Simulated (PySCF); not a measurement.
## HTi(OH), singlet: computed properties

All numbers come from PBE0/[Ti def2-TZVP, H def2-TZVP, O def2-TZVP], no relativity, density fitting, PySCF.

The structure is a minimum.

Z-matrix (Å, degrees; charge 0 multiplicity 1):
```
Ti
H  1 1.7130
O  1 1.7576 2 109.84
H  3 0.9558 1 147.92 2 0.00
```

| Property | Result |
| --- | --- |
| Point group | Cs |
| Bond lengths | O–H 0.956 Å, Ti–H 1.713 Å, Ti–O 1.758 Å |
| Bond angles | H–O–Ti 147.9°, H–Ti–O 109.8° |
| Lowest empty level | -2.11 eV |
| Entropy at 298.15 K and 1 bar | 263.1 J/(mol K) |
| Atomisation energy without zero-point energy | 1064 kJ/mol |
| Zero-point energy | 44.3 kJ/mol |
| Highest occupied level | -4.57 eV |
| Rotational symmetry number | 1 |
| Heat capacity Cp at 298.15 K | 56.5 J/(mol K) |
| Rotational constants | 6.025, 0.3952, 0.3709 cm⁻¹ |
| Principal quadrupole moments (Buckingham, traceless) about the centre of mass | -5.75, -5.18, 10.94 D Å |
| Enthalpy at 298.15 K above 0 K | 13.26 kJ/mol |
| Dipole moment | 1.69 D |
| Principal polarisabilities | 61.2, 61.5, 75.0 bohr³ |

Harmonic modes (masses in u: Ti 47.948, H 1.008, O 15.995):
```json
{"symmetry": "a''", "ω (cm⁻¹)": "245", "IR (km/mol)": "227"}
{"symmetry": "a'", "ω (cm⁻¹)": "331", "IR (km/mol)": "169"}
{"symmetry": "a'", "ω (cm⁻¹)": "392", "IR (km/mol)": "30.8"}
{"symmetry": "a'", "ω (cm⁻¹)": "801", "IR (km/mol)": "185"}
{"symmetry": "a'", "ω (cm⁻¹)": "1675", "IR (km/mol)": "386"}
{"symmetry": "a'", "ω (cm⁻¹)": "3958", "IR (km/mol)": "300"}
```

Charges (e):
| atom | Mulliken | Löwdin | polar tensor | Mayer order to Ti1 |
| --- | --- | --- | --- | --- |
| Ti1 | 0.56 | 0.24 | 1.00 | – |
| H2 | -0.17 | -0.16 | -0.40 | 0.94 |
| O3 | -0.74 | -0.26 | -0.99 | 1.13 |
| H4 | 0.35 | 0.17 | 0.40 | 0.02 |
Other Mayer orders above 0.3: O–H 0.87.

Mulliken populations on Ti1: s 6.98, p 12.22, d 2.22, f 0.02.

This need not be the most stable arrangement of these atoms. At this level a triplet minimum of Cs symmetry lies 117 kJ/mol below this structure. At the minimum of this search the closed-shell solution is unstable towards spin polarisation, so a lower open-shell solution exists.

The final relaxation and frequency run took 44 s on 2 threads of a shared Intel Xeon @ 2.60GHz (Ice Lake) host, with 88 basis functions and 19 gradients; the process peaked at 1 GiB. Launch command: `OMP_NUM_THREADS=2 python axn.py task.json out`.
